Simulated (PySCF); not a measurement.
PySCF job for C4H2BrF, SMILES C(/C=C(/Br)F)#C, PBE0-D3(BJ)/def2-SVP. Coordinates come from a PBE0-D3(BJ)/def2-SVP optimisation. The structure was generated by enumeration; whether it is a known compound was not checked.

```python
import numpy as np
from pyscf import gto, scf, dft, df
from pyscf.hessian import thermo

mol = gto.M(
    atom='''
    C    -0.15478006   -3.74960869    0.00000000
    C    -0.39783076   -2.56066742    0.00000000
    C    -0.71354898   -1.17990944    0.00000000
    C     0.22361830   -0.21946479    0.00000000
    F     1.50968902   -0.47899617    0.00000000
    Br   -0.16105821    1.60689316    0.00000000
    H     0.06675732   -4.80089908    0.00000000
    H    -1.76167222   -0.87149384    0.00000000
    ''',
    basis='def2-SVP',
    charge=0,
    spin=0,
    max_memory=1600,
    verbose=3,
)
mf = dft.RKS(mol, xc='pbe0').density_fit(auxbasis='def2-universal-jkfit')
mf.disp = 'd3bj'
mf.grids.level = 3
mf.conv_tol = 1e-11
mf.max_cycle = 100
mf.kernel()

# [left out here: the lines that compute and print the analytic Hessian (its translational invariance restored by hand, since the grid's response is missing), thermochemistry and intensities]
```

Program output:

```
converged SCF energy = -2826.44818291065

WARN: DFTD3 does not support analytical Hessian, using finite difference


WARN: Mole.unit (angstrom) is changed to Bohr

Mode                                 0                   1                   2
Irrep
Freq [cm^-1]                      124.8178            126.5316            285.3723
Reduced mass [au]                   4.6216              5.7032              7.7914
Force const [Dyne/A]                0.0424              0.0538              0.3738
Char temp [K]                     179.5851            182.0508            410.5872
Normal mode                   x     y     z       x     y     z       x     y     z
       0   C                -0.00 -0.00 -0.15   -0.16 -0.06  0.00   -0.02 -0.13  0.00
       1   C                 0.00 -0.00  0.04    0.02 -0.02 -0.00    0.08 -0.10 -0.00
       2   C                 0.00 -0.00  0.16    0.10 -0.00 -0.00    0.00 -0.10  0.00
       3   C                 0.00  0.00  0.10    0.08  0.01 -0.00   -0.08 -0.01  0.00
       4   F                 0.00  0.00  0.04    0.09  0.07 -0.00   -0.07  0.04 -0.00
       5  Br                -0.00 -0.00 -0.03   -0.02 -0.01  0.00    0.02  0.05 -0.00
       6   H                -0.00 -0.00 -0.32   -0.31 -0.09  0.00   -0.09 -0.14  0.00
       7   H                 0.00  0.00  0.23    0.10  0.01 -0.00   -0.03 -0.20  0.00
Mode                                 3                   4                   5
Irrep
Freq [cm^-1]                      357.9150            428.9739            436.6969
Reduced mass [au]                  18.0637              7.2940              5.9593
Force const [Dyne/A]                1.3634              0.7908              0.6696
Char temp [K]                     514.9600            617.1979            628.3097
Normal mode                   x     y     z       x     y     z       x     y     z
       0   C                 0.01  0.01 -0.00    0.06 -0.06  0.00   -0.00  0.00  0.07
       1   C                -0.07 -0.01 -0.00   -0.19 -0.10 -0.00    0.00  0.00 -0.21
       2   C                -0.04 -0.00  0.00    0.01 -0.04  0.00   -0.00  0.00  0.05
       3   C                -0.05  0.01  0.00    0.05 -0.05  0.00   -0.00  0.00  0.15
       4   F                -0.02  0.18  0.00    0.07  0.00 -0.00   -0.00 -0.00 -0.02
       5  Br                 0.03 -0.05 -0.00   -0.01  0.04 -0.00    0.00 -0.00 -0.01
       6   H                 0.08  0.02 -0.00    0.24 -0.02  0.00   -0.00  0.00  0.25
       7   H                -0.04  0.02  0.00    0.05  0.10  0.00   -0.00 -0.00  0.17
Mode                                 6                   7                   8
Irrep
Freq [cm^-1]                      582.7348            663.0402            717.5055
Reduced mass [au]                   4.8781              1.2784              1.2790
Force const [Dyne/A]                0.9760              0.3311              0.3879
Char temp [K]                     838.4256            953.9672           1032.3307
Normal mode                   x     y     z       x     y     z       x     y     z
       0   C                 0.00 -0.00 -0.02   -0.00 -0.00 -0.13    0.13  0.02 -0.00
       1   C                -0.00 -0.00  0.10   -0.00 -0.00  0.05   -0.05 -0.01  0.00
       2   C                -0.00 -0.00 -0.12   -0.00 -0.00  0.01   -0.00  0.00  0.00
       3   C                -0.00 -0.00  0.20   -0.00 -0.00 -0.00   -0.00 -0.00  0.00
       4   F                -0.00  0.00 -0.06   -0.00  0.00  0.00   -0.00  0.00  0.00
       5  Br                 0.00  0.00 -0.00    0.00  0.00  0.00    0.00  0.00 -0.00
       6   H                 0.00 -0.00 -0.08    0.00  0.00  0.87   -0.85 -0.18  0.00
       7   H                -0.00 -0.00 -0.36    0.00 -0.00  0.02    0.00  0.02 -0.00
Mode                                 9                  10                  11
Irrep
Freq [cm^-1]                      827.2753            838.6541           1033.0865
Reduced mass [au]                   1.3459              8.9413              6.3502
Force const [Dyne/A]                0.5427              3.7053              3.9931
Char temp [K]                    1190.2649           1206.6365           1486.3814
Normal mode                   x     y     z       x     y     z       x     y     z
       0   C                -0.00 -0.00 -0.00   -0.02  0.03 -0.00    0.02 -0.13 -0.00
       1   C                 0.00  0.00  0.04    0.06  0.04 -0.00    0.04 -0.06  0.00
       2   C                -0.00 -0.00 -0.14   -0.16 -0.05  0.00   -0.13  0.14  0.00
       3   C                -0.00 -0.00  0.03   -0.00 -0.16 -0.00   -0.01  0.11 -0.00
       4   F                 0.00  0.00  0.01    0.10  0.02 -0.00    0.05 -0.01  0.00
       5  Br                -0.00  0.00 -0.00   -0.00  0.01 -0.00   -0.00 -0.01 -0.00
       6   H                -0.00 -0.00 -0.04   -0.07  0.03  0.00    0.01 -0.14  0.00
       7   H                -0.00 -0.00  0.85   -0.17 -0.07 -0.00   -0.12  0.22 -0.00
Mode                                12                  13                  14
Irrep
Freq [cm^-1]                     1122.9604           1351.1248           1729.2186
Reduced mass [au]                   1.8288              2.4136              9.8010
Force const [Dyne/A]                1.3588              2.5960             17.2671
Char temp [K]                    1615.6900           1943.9677           2487.9605
Normal mode                   x     y     z       x     y     z       x     y     z
       0   C                -0.00  0.03  0.00   -0.01  0.03  0.00   -0.01  0.03  0.00
       1   C                -0.05  0.01 -0.00    0.01  0.01 -0.00    0.01 -0.00 -0.00
       2   C                -0.00 -0.04 -0.00    0.02 -0.11 -0.00   -0.10 -0.16 -0.00
       3   C                -0.08  0.13  0.00   -0.16  0.06  0.00    0.16  0.13 -0.00
       4   F                 0.09 -0.02 -0.00    0.07 -0.02 -0.00   -0.03  0.00 -0.00
       5  Br                 0.00 -0.00  0.00    0.00 -0.00  0.00   -0.00 -0.00  0.00
       6   H                 0.00  0.03 -0.00   -0.02  0.04 -0.00   -0.02  0.04 -0.00
       7   H                -0.20 -0.69 -0.00    0.21  0.56  0.00   -0.04  0.13  0.00
Mode                                15                  16                  17
Irrep
Freq [cm^-1]                     2236.3697           3224.3093           3489.3861
Reduced mass [au]                   6.1216              1.0921              1.1599
Force const [Dyne/A]               18.0386              6.6893              8.3208
Char temp [K]                    3217.6381           4639.0632           5020.4497
Normal mode                   x     y     z       x     y     z       x     y     z
       0   C                -0.03  0.15 -0.00   -0.00 -0.00 -0.00   -0.02  0.10 -0.00
       1   C                 0.05 -0.22  0.00    0.00 -0.00  0.00    0.01 -0.03  0.00
       2   C                -0.01  0.04  0.00   -0.08  0.02  0.00   -0.00  0.00 -0.00
       3   C                -0.00  0.00  0.00    0.00  0.00  0.00    0.00  0.00 -0.00
       4   F                -0.00  0.00  0.00    0.00  0.00  0.00   -0.00 -0.00 -0.00
       5  Br                -0.00 -0.00 -0.00    0.00 -0.00 -0.00    0.00 -0.00  0.00
       6   H                -0.06  0.29 -0.00   -0.00 -0.00  0.00    0.19 -0.90  0.00
       7   H                -0.02  0.01 -0.00    0.92 -0.27 -0.00   -0.00  0.00 -0.00
temperature 298.1500 [K]
pressure 101325.00 [Pa]
Rotational constants [GHz] 8.81313 1.01747 0.91217
Symmetry number 1
Zero-point energy (ZPE) 0.04460 [Eh]   117090.319 [J/mol]
                           tot       elec      trans        rot        vib
Entropy [J/mol/K]       338.797      0.000    171.150    117.425     50.221
Cv [J/mol/K]             86.198      0.000     12.472     12.472     61.255
Cp [J/mol/K]             94.512      0.000     20.786     12.472     61.255
Internal energy [J/mol]                      3718.434   3718.434 125836.849
Internal energy [Eh]   -2826.39742  -2826.44818
Enthalpy [J/mol]                             6197.391   3718.434 125836.849
Enthalpy [Eh]          -2826.39648
Gibbs free energy [J/mol]                  -44831.083 -31291.893 110863.425
Gibbs free energy [Eh] -2826.43495
mode   freq/cm-1   IR/(km/mol)
   1      124.82         0.422
   2      126.53         1.020
   3      285.37         1.233
   4      357.92         0.544
   5      428.97        11.041
   6      436.70         4.959
   7      582.73         2.206
   8      663.04        40.762
   9      717.51        34.130
  10      827.28        15.987
  11      838.65        67.075
  12     1033.09        29.670
  13     1122.96        86.691
  14     1351.12        66.613
  15     1729.22       138.190
  16     2236.37         4.246
  17     3224.31        10.239
  18     3489.39       102.911
max |gradient| / (hartree/bohr): 3.4551060207610844e-05
APT charges: [-0.3199  0.0081 -0.1848  0.9087 -0.492  -0.2292  0.2278  0.0812]
```

The run converged.

Cost: about 100 core-seconds (a rough figure).
